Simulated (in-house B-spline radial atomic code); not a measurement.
K. Computed with a B-spline radial atomic code. Model: all-electron spherical atom, spin shells full or empty, radial basis limit, no spin-orbit coupling: exact exchange with a local potential (Slater, KLI or optimised effective potential, whose far tail is KLI's), no correlation.

Empty minority-spin level lies below the highest occupied level: each spin potential is zero at infinity, spin occupations fixed.

The run also made RPA and GW results, which its time includes.

The Slater potential averages the orbital exchange potentials with the orbital densities as weights, KLI adds orbital constants, and the optimised effective potential minimises the exact-exchange energy among local potentials. So their energies lie above Hartree-Fock in the order OEP, KLI, Slater. All fall off as −1/r, unlike LDA and GGA exchange.

Command:
```bash
python run_gw.py task.json out
```
Settings (nuclear radius in fm, other lengths in bohr, energies in hartree):
```
Z                      19
electrons              19
configuration          [Ar] 4s1
hamiltonian            x2c
method                 slater
lmax                   9
rms_radius             3.4349
spin_polarised         True
box_radius             40
intervals              109
ion_configuration      [Ne] 3s2 3p6
```

Cost of the run: 18 s on 1 thread of Arm Neoverse N1, with other jobs on the host.

Given: hamiltonian one-electron scalar X2C; mean-field start Slater potential.

Computed: energy above Hartree-Fock 135.88 millihartree.

| radius (bohr) | r times exchange potential up (hartree bohr) | r times exchange potential down (hartree bohr) |
| --- | --- | --- |
| 0.00263 | -0.051507 | -0.051488 |
| 0.00329 | -0.064365 | -0.06434 |
| 0.00412 | -0.080478 | -0.080447 |
| 0.00516 | -0.10055 | -0.10051 |
| 0.00646 | -0.12544 | -0.1254 |
| 0.00809 | ? | ? |
| 0.0101 | -0.19361 | -0.19353 |
| 0.0127 | -0.24063 | -0.24054 |
| 0.0159 | -0.29634 | -0.29623 |
| 0.0199 | -0.36224 | -0.36211 |
| 0.0248 | -0.437 | -0.43685 |
| 0.0311 | -0.5232 | -0.52303 |
| 0.0389 | -0.61473 | -0.61455 |
| 0.0487 | ? | ? |
| 0.061 | -0.79219 | -0.79202 |
| 0.0764 | -0.85602 | -0.85589 |
| 0.0956 | -0.88285 | -0.88279 |
| 0.12 | -0.87104 | -0.87095 |
| 0.15 | -0.87546 | -0.87495 |
| 0.187 | -0.96181 | -0.96069 |
| 0.235 | -1.1185 | -1.117 |
| 0.294 | -1.2755 | -1.274 |
| 0.368 | -1.3838 | -1.3827 |
| 0.46 | -1.4034 | -1.4035 |
| 0.576 | -1.2725 | -1.2756 |
| 0.721 | -1.0793 | -1.0758 |
| 0.902 | -1.147 | -1.1345 |
| 1.13 | -1.3119 | -1.2992 |
| 1.41 | -1.4141 | -1.4054 |
| 1.77 | -1.4122 | -1.4191 |
| 2.22 | -1.2751 | -1.3576 |
| 2.77 | -1.0213 | -1.2674 |
| 3.47 | -0.89196 | -1.1797 |
| 4.34 | -0.918 | -1.112 |
| 5.44 | -0.96302 | -1.065 |
| 6.81 | -0.98846 | -1.036 |
| 8.52 | -0.99762 | -1.0193 |

(1) What belongs in the row 0.00809?

(2) What belongs in the row 0.0487?

```json
{"occupied": "1s up", "level (hartree)": "-132.44", "Hartree-Fock level (hartree)": "-134.14"}
{"occupied": "1s down", "level (hartree)": "-132.44", "Hartree-Fock level (hartree)": "-134.14"}
{"occupied": "2s up", "level (hartree)": "-14.01", "Hartree-Fock level (hartree)": "-14.602"}
{"occupied": "2s down", "level (hartree)": "-14.007", "Hartree-Fock level (hartree)": "-14.6"}
{"occupied": "2p up", "level (hartree)": "-11.358", "Hartree-Fock level (hartree)": "-11.525"}
{"occupied": "2p down", "level (hartree)": "-11.355", "Hartree-Fock level (hartree)": "-11.524"}
{"occupied": "3s up", "level (hartree)": "?", "Hartree-Fock level (hartree)": "?"}
{"occupied": "3s down", "level (hartree)": "?", "Hartree-Fock level (hartree)": "?"}
{"occupied": "3p up", "level (hartree)": "-0.96083", "Hartree-Fock level (hartree)": "-0.95392"}
{"occupied": "3p down", "level (hartree)": "-0.9629", "Hartree-Fock level (hartree)": "-0.95225"}
{"occupied": "4s up", "level (hartree)": "-0.18022", "Hartree-Fock level (hartree)": "-0.1482"}
```

(3) What belongs in the row 3s up?

(4) What belongs in the row 3s down?

```tsv
empty	level (hartree)
4s down	-0.22872
3d down	-0.15643
4p down	-0.13562
3d up	?
4p up	-0.10637
5s down	-0.074984
5s up	-0.068557
```

(5) What belongs in the row 3d up?

Results:

(1) r times exchange potential up (hartree bohr): -0.15626; r times exchange potential down (hartree bohr): -0.15621.

(2) r times exchange potential up (hartree bohr): -0.7074; r times exchange potential down (hartree bohr): -0.70721.

(3) level (hartree): -1.5762; Hartree-Fock level (hartree): -1.7634.

(4) level (hartree): -1.5731; Hartree-Fock level (hartree): -1.7584.

(5) level (hartree): -0.12618.

The highest level, 4s up, differs from Hartree-Fock by -0.87 eV and the deepest, 1s up, by +46.1 eV: the Slater potential lacks the response part and is deeper than the optimised one throughout, so the top level comes too deep.
